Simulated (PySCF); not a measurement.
Al(Cl)(Me)(NHMe) (C2H7AlClN), SMILES C[NH][Al]([Cl])[CH3].

Geometry optimised at PBE-D3(BJ)/def2-SVP. The structure was generated by enumeration; whether it is a known compound was not checked. The values are those of a single conformer.

These are PySCF with PBE-D3(BJ)/def2-SVP values and carry that method's errors.

Frequencies are harmonic and unscaled.

Computed vibrational spectrum:
| mode | ν (cm⁻¹) | IR (km/mol) | moving atoms (share of kinetic energy) |
|---|---|---|---|
| 1 | 61 | 0.1 | H 99 % |
| 2 | 111 | 0.1 | N 31 %, H 30 %, C 20 %, Al 11 %, Cl 9 % |
| 3 | 114 | 1.7 | C 45 %, H 24 %, Cl 15 %, Al 14 % |
| 4 | 151 | 4.5 | C 35 %, H 23 %, Cl 22 %, Al 13 % |
| 5 | 160 | 0.0 | H 87 %, Al 8 % |
| 6 | 196 | 11.3 | Al 47 %, H 27 %, N 20 % |
| 7 | 279 | 3.7 | N 31 %, C 26 %, Cl 21 %, H 19 % |
| 8 | 462 | 34.0 | Cl 33 %, C 24 %, Al 18 %, N 13 %, H 12 % |
| 9 | 539 | 109.1 | H 86 %, N 12 % |
| 10 | 620 | 17.1 | H 32 %, C 29 %, Al 24 %, N 10 % |
| 11 | 646 | 15.7 | H 77 %, C 18 % |
| 12 | 690 | 118.6 | H 52 %, Al 24 %, C 21 % |
| 13 | 758 | 100.6 | Al 48 %, N 20 %, C 16 %, H 15 % |
| 14 | 1042 | 25.8 | H 85 %, C 11 % |
| 15 | 1097 | 0.1 | H 75 %, C 19 % |
| 16 | 1136 | 97.9 | N 44 %, C 35 %, H 19 % |
| 17 | 1168 | 24.7 | H 78 %, C 21 % |
| 18 | 1336 | 43.1 | H 66 %, N 22 %, C 11 % |
| 19 | 1375 | 2.0 | H 95 % |
| 20 | 1377 | 2.3 | H 95 % |
| 21 | 1401 | 21.9 | H 86 %, C 14 % |
| 22 | 1412 | 1.5 | H 97 % |
| 23 | 1446 | 3.5 | H 96 % |
| 24 | 2914 | 114.5 | H 97 % |
| 25 | 2968 | 39.5 | H 90 %, C 10 % |
| 26 | 2972 | 1.7 | H 97 % |
| 27 | 3034 | 21.9 | H 91 %, C 9 % |
| 28 | 3067 | 1.6 | H 91 %, C 9 % |
| 29 | 3077 | 5.0 | H 91 %, C 9 % |
| 30 | 3493 | 14.5 | H 93 % |
